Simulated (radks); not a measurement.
Values are calculated unless marked as measured or tabulated.
Q: Level of theory: scalar-relativistic Kohn-Sham, PBE, spin-polarised, spherical densities, finite nucleus; open shells are filled with parallel spins first (spin-orbit coupling, left out, can overturn this in heavy ions); Fermi nuclear charge, rms radius of each element as measured or else 0.836 A^(1/3) + 0.57 fm (a radial shooting solver on a logarithmic mesh with Libxc functionals). Each species is in its NIST ground configuration. Rank Ag, Nb, Rh, Pd, Zr, Mo, Tc, Ru, Cd by radius at which the density is 0.001 e/bohr^3 (bohr), largest first.

A: Zr 5.07, Tc 4.76, Nb 4.75, Mo 4.63, Ru 4.47, Rh 4.39, Cd 4.38, Ag 4.25, Pd 4.08.
